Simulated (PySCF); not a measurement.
## Radial density of V (vanadium, neutral)

BP86, [Ar] 3d3 4s2, high-spin 4F determinant. Calculation: PySCF 2.14, in aug-cc-pVDZ (7s6p4d2f, 59 functions); the non-relativistic Hamiltonian (point nucleus).

```csv
r (bohr),4πr²ρ (e/bohr),4πr²(ρα − ρβ)
0.00118,0.1361,0.0000
0.00199,0.3710,0.0000
0.00335,0.9864,0.0001
0.00563,2.513,0.0002
0.00947,5.960,0.0004
0.0159,12.55,0.0009
0.0268,21.68,0.0015
0.0450,27.30,0.0015
0.0758,23.12,0.0014
0.127,21.92,0.0158
0.214,29.69,0.1184
0.361,16.84,0.5858
0.607,9.561,1.6441
1.02,10.30,2.0444
1.72,2.791,1.0632
2.89,0.9383,0.2255
4.85,0.2612,-0.0037
8.17,0.01021,-0.0022
13.7,2.825e-05,0.0000
```

(1) Where is the radial spin density 4πr²(ρα − ρβ) most negative, and why is it negative at all?

## Answers

(1) Around r = 4.85 bohr, down to -0.0037 e/bohr: exchange with the open shell polarises the paired shells in an unrestricted calculation.
